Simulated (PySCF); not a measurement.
B3LYP has the VWN-RPA correlation part, as in Gaussian. 

Cartesian coordinates (Å):
```xyz
10

B      1.4397     0.0262     0.2823
C      0.0995    -0.3730    -0.3939
C     -1.1860     0.2928     0.1021
H      2.4626    -0.4545    -0.1054
H      1.4856     0.7994     1.1931
H      0.2211    -0.2318    -1.4784
H      0.0277    -1.4693    -0.3067
H     -1.3388     0.1051     1.1668
H     -2.0685    -0.0706    -0.4286
H     -1.1428     1.3757    -0.0312
```
Charge 0, spin multiplicity 1.

Task: Predict the HOMO, LUMO, HOMO–LUMO gap, dipole moment and total energy from B3LYP-D3(BJ)/def2-TZVP run with PySCF.

Result: 
HOMO: -8.62 eV
LUMO: -1.51 eV
HOMO–LUMO gap: 7.11 eV
dipole moment: 0.67 D
total energy: -2865.59 eV
